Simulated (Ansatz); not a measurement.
Ansatz (a first-principles code) input (CAM-B3LYP/def2-TZVPD):

Ansatz 0.2 input:
```yaml
crystal:
  periodic: [false, false, false]
  atoms:
    - {symbol: Ge, position_ang: [0.22730056, -0.19776560, -0.01407944]}
    - {symbol: F, position_ang: [0.78367187, 1.44501103, 0.01262969]}
    - {symbol: F, position_ang: [-0.84716950, -0.33099937, -1.36934336]}
    - {symbol: F, position_ang: [-0.74468214, -0.41084510, 1.40677390]}
basis:
  gaussian:
    orbitals: def2-TZVPD
hamiltonian:
  xc: {name: CAM-B3LYP}
total_charge: -1
```

Output:

```
Functional definition: CAM-B3LYP
integrals: 0.12 GiB planned
1005 factors; their error is unknown
integrals: 0.15 GiB planned
252 factors; integrals over basis functions are off by at most 2.9e-5 eV
mean field: 0.95 GiB planned
mean field evaluation 1: about -64678.4630 eV, gradient 2.2e1 eV
mean field evaluation 2: about -64678.6742 eV, gradient 2.3e1 eV
mean field evaluation 4: about -64679.1280 eV, gradient 1.0e0 eV
mean field evaluation 8: about -64679.3198 eV, gradient 1.8e-2 eV
mean field evaluation 16: about -64679.3198 eV, gradient 1.4e-5 eV
mean field -64679.31978308 eV, -2376.9211608106 hartree, gradient 1.4e-5 eV, S^2 0.000000; 0 other end points of the search recorded, 0 dependent functions left out
reference -64679.31989319 eV, -2376.9211648570 hartree; 30, 30 occupied and 144, 144 virtual orbitals, 1005 factors
Total energy: -64679.31989319 eV, -2376.9211648570 hartree
```

This state (charge -1, singlet) is run at the relaxed geometry of the species with charge 0 and multiplicity 2.
